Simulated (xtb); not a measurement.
C6H12O, singlet, from a rough starting geometry; xtb with GFN2-xTB.

xtb was given this input:
```
$ xtb mol.xyz --gfn 2 --opt vtight --json

# file mol.xyz
19

C     -1.88947378    -1.30079777     0.43379309
C     -0.86182163    -0.16003119     0.52859795
C     -1.47504461     1.14714550     0.08567393
C      0.35455319    -0.44206384    -0.18500582
C      1.52237961     0.48379222     0.20904902
C      2.77244244     0.42713963    -0.69963420
O      1.47504234     1.24529733     1.08715780
H     -1.44618627    -2.24019814     0.87587264
H     -2.76099801    -1.10460135     0.97914987
H     -2.05696727    -1.47586498    -0.60795096
H     -0.65963184     0.04929149     1.60521609
H     -1.76757538     0.99868998    -1.04870373
H     -2.49952570     1.34102845     0.52033349
H     -0.79962335     1.89906317     0.17076629
H      0.22404879    -0.41686299    -1.26019628
H      0.75179637    -1.51448435     0.09320865
H      3.50440872     1.08036864    -0.40366803
H      2.42340089     0.60159871    -1.80668070
H      3.16773168    -0.63412368    -0.67213227
```

The log (banner, timings and long lists left out):

```
   ID    Z sym.   atoms
    1    6 C      1-6
    2    8 O      7
    3    1 H      8-19

           -------------------------------------------------
          |                Calculation Setup                |
           -------------------------------------------------

           -------------------------------------------------
          |                 G F N 2 - x T B                 |
           -------------------------------------------------

          ...................................................
          :                      SETUP                      :
          :.................................................:
          :  # basis functions                  40          :
          :  # atomic orbitals                  40          :
          :  # shells                           26          :
          :  # electrons                        42          :
          :  max. iterations                   250          :
          :  Hamiltonian                  GFN2-xTB          :
          :  restarted?                      false          :
          :  GBSA solvation                  false          :
          :  PC potential                    false          :
          :  electronic temp.          300.0000000     K    :
          :  accuracy                    1.0000000          :
          :  -> integral cutoff          0.2500000E+02      :
          :  -> integral neglect         0.1000000E-07      :
          :  -> SCF convergence          0.1000000E-05 Eh   :
          :  -> wf. convergence          0.1000000E-03 e    :
          :  Broyden damping             0.4000000          :
          :  net charge                          0          :
          :  unpaired electrons                  0          :
          ...................................................

 iter      E             dE          RMSdq      gap      omega  full diag
   1    -23.2563443 -0.232563E+02  0.328E+00    4.95       0.0  T
   2    -23.3123758 -0.560316E-01  0.173E+00    4.06       1.0  T
   3    -23.3167331 -0.435724E-02  0.106E+00    4.41       1.0  T
   4    -23.3190027 -0.226956E-02  0.191E-01    4.16       1.0  T
   5    -23.3192011 -0.198449E-03  0.757E-02    4.22       1.0  T
   6    -23.3192150 -0.139020E-04  0.316E-02    4.21       1.0  T
   7    -23.3192163 -0.130916E-05  0.109E-02    4.21       2.1  T
   8    -23.3192166 -0.252364E-06  0.205E-03    4.21      11.2  T
   9    -23.3192166 -0.422550E-08  0.973E-04    4.21      23.6  T
[...]
 * total energy  :   -23.0293842 Eh     change       -0.4402848E-05 Eh
 * total energy  :   -23.0293866 Eh     change       -0.2368617E-05 Eh
 * total energy  :   -23.0293894 Eh     change       -0.2827038E-05 Eh
 * total energy  :   -23.0293926 Eh     change       -0.3208461E-05 Eh
 * total energy  :   -23.0293932 Eh     change       -0.5945549E-06 Eh
 * total energy  :   -23.0293936 Eh     change       -0.4220827E-06 Eh
 * total energy  :   -23.0293936 Eh     change        0.1983924E-07 Eh
 * total energy  :   -23.0293940 Eh     change       -0.4351180E-06 Eh
 * total energy  :   -23.0293944 Eh     change       -0.4178812E-06 Eh
 * total energy  :   -23.0293948 Eh     change       -0.3772217E-06 Eh
 * total energy  :   -23.0293951 Eh     change       -0.2506279E-06 Eh
 * total energy  :   -23.0293951 Eh     change       -0.2844356E-07 Eh
   *** GEOMETRY OPTIMIZATION CONVERGED AFTER 29 ITERATIONS ***
         :: total energy             -23.029395105823 Eh    ::
[...]
     #   Z sym  total        # sym  WBO       # sym  WBO       # sym  WBO
 ---------------------------------------------------------------------------
     1   6 C    3.996 --     2 C    1.009    10 H    0.987     8 H    0.987
                             9 H    0.986
     2   6 C    3.994 --     3 C    1.010     1 C    1.009     4 C    0.992
                            11 H    0.966
     3   6 C    3.997 --     2 C    1.010    12 H    0.987    13 H    0.986
                            14 H    0.986
     4   6 C    3.996 --     2 C    0.992     5 C    0.989    15 H    0.965
                            16 H    0.941
     5   6 C    3.917 --     7 O    1.868     6 C    1.000     4 C    0.989
     6   6 C    3.994 --     5 C    1.000    17 H    0.982    19 H    0.971
                            18 H    0.957
     7   8 O    2.077 --     5 C    1.868
     8   1 H    0.999 --     1 C    0.987
     9   1 H    0.998 --     1 C    0.986
    10   1 H    0.999 --     1 C    0.987
    11   1 H    0.998 --     2 C    0.966
    12   1 H    0.999 --     3 C    0.987
    13   1 H    0.998 --     3 C    0.986
    14   1 H    0.998 --     3 C    0.986
    15   1 H    0.997 --     4 C    0.965
    16   1 H    0.996 --     4 C    0.941
    17   1 H    0.995 --     6 C    0.982
    18   1 H    0.995 --     6 C    0.957
    19   1 H    0.997 --     6 C    0.971
 ---------------------------------------------------------------------------

Topologies differ in total number of bonds
Writing topology from bond orders to xtbtopo.mol

molecular dipole:
                 x           y           z       tot (Debye)
 q only:       -0.086      -0.594      -0.839
   full:       -0.049      -0.728      -1.031       3.209
molecular quadrupole (traceless):
                xx          xy          yy          xz          yz          zz
 q only:        2.492      -2.154      -0.938      -4.794      -2.779      -1.554
  q+dip:        2.455      -2.766      -1.262      -5.258      -3.446      -1.194
   full:        2.567      -3.118      -0.883      -5.163      -3.984      -1.684

optimized geometry written to: xtbopt.xyz

           -------------------------------------------------
          | TOTAL ENERGY              -23.029395105823 Eh   |
          | GRADIENT NORM               0.000146325678 Eh/α |
          | HOMO-LUMO GAP               4.024711640724 eV   |
           -------------------------------------------------

normal termination of xtb
```
